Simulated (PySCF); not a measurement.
PBE on O⁻ (oxygen, charge -1), [He] 2s2 2p5, 2P determinant. All numbers are calculated (PySCF 2.14, no relativity, point nucleus, in aug-cc-pV5Z (7s6p5d4f3g2h, 127 functions)).

```
cycle= 1 E= -75.0603803887649  delta_E= 0.00497  |g|= 0.185  |ddm|= 0.586
cycle= 2 E= -74.9691430518202  delta_E= 0.0912  |g|= 0.513  |ddm|= 0.867
cycle= 3 E= -75.0759578673215  delta_E= -0.107  |g|= 0.0893  |ddm|= 0.503
cycle= 4 E= -75.0803176988692  delta_E= -0.00436  |g|= 0.00249  |ddm|= 0.127
cycle= 5 E= -75.0803261197889  delta_E= -8.42e-06  |g|= 0.000606  |ddm|= 0.0104
cycle= 6 E= -75.080326612235  delta_E= -4.92e-07  |g|= 0.000154  |ddm|= 0.00264
cycle= 7 E= -75.0803266235866  delta_E= -1.14e-08  |g|= 1.22e-05  |ddm|= 0.000206
cycle= 8 E= -75.080326623657  delta_E= -7.03e-11  |g|= 7.25e-07  |ddm|= 1.33e-05
converged SCF energy = -75.080326623657  <S^2> = 0.75781527  2S+1 = 2.0078001
```

Highest occupied orbital energy: 2.381 eV; ⟨L²⟩ = 2.03; populations by l: s 4.00, p 5.00, d 0.00, f 0.00.

**Question.** Can this result be used?

**Answer.** With care. Self-consistency was reached. At PBE the highest occupied level has a positive energy, so only the finite basis holds that electron; in a semilocal or global hybrid functional this comes from self-interaction and does not mean that the real anion is unbound.
